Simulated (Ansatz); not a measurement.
Computed with Ansatz on PBE0-D4/def2-TZVP structures; ΔE is electronic, products minus reactants. CBS: MP2 limit from def2 TZ/QZ plus the TZ coupled-cluster correction, frozen cores. This one scheme is used for every species. DFT in def2-TZVPP. For Ga outer-core shells are correlated without core-valence functions, which leaves a few kJ/mol of doubt a bond. Scalar relativity is left out up to krypton. One conformer a species, not always the lowest.

Consider the ligand exchange at a Ga–Cl bond: `[F][Ga]([SH])[Cl]` + H₂S → `[F][Ga]([SH])[SH]` + HCl.

`[F][Ga]([SH])[Cl]`:

```xyz
5

F    -0.258    0.738    1.677
Ga    0.435    0.235    0.159
S    -0.783   -0.895   -1.235
Cl    2.446    0.784   -0.198
H    -1.839   -0.861   -0.402
```

H₂S:

Z-matrix (Å, degrees):
```
S
H 1 1.341
H 1 1.341 2 92.3
```

`[F][Ga]([SH])[SH]`:

```xyz
6

F    -1.767    0.595    1.010
Ga   -0.275    0.259    0.158
S     0.228   -1.844   -0.135
S     0.870    1.996   -0.491
H    -0.889   -2.242    0.498
H     1.833    1.236   -1.041
```

HCl:

Z-matrix (Å, degrees):
```
Cl
H 1 1.279
```

```
        level  ΔE (kJ/mol)
     BHLYP-D4         26.7
CCSD/def2-SVP         30.9
```

Task: What does CCSD(T)/CBS give? (An estimate is asked.)

Result: Computed: +21.1 kJ/mol. The listed levels differ from it by 5.6, 9.8 kJ/mol.

Task: What do rigid-rotor, harmonic-oscillator terms from PBE0-D4/def2-TZVP frequencies (298.15 K, 1 bar) make of the CCSD(T)/CBS value? (Best estimate.)

Result: Computed: ΔZPE = -0.6 kJ/mol, ΔH = +21.1 kJ/mol, ΔS = -8 J/(mol·K), ΔG = +23.5 kJ/mol.

Largest T1 diagnostic among the species: 0.013.

Leaving LDA and LC-ωPBE aside and taking each functional with its dispersion term where it has one, the values, not all of them listed here, spread over 8.6 kJ/mol, from PBE-D4 to BHLYP-D4. LDA lies −3.4 kJ/mol from PBE without D4. In def2-TZVPP, CCSD(T) changes the Hartree–Fock value by −14.0 kJ/mol (the triples alone add −1.9 kJ/mol) and MP2 by −14.8 kJ/mol. At CCSD(T), def2-SVP lies +8.4 kJ/mol from the extrapolated value and def2-TZVPP +1.8 kJ/mol.
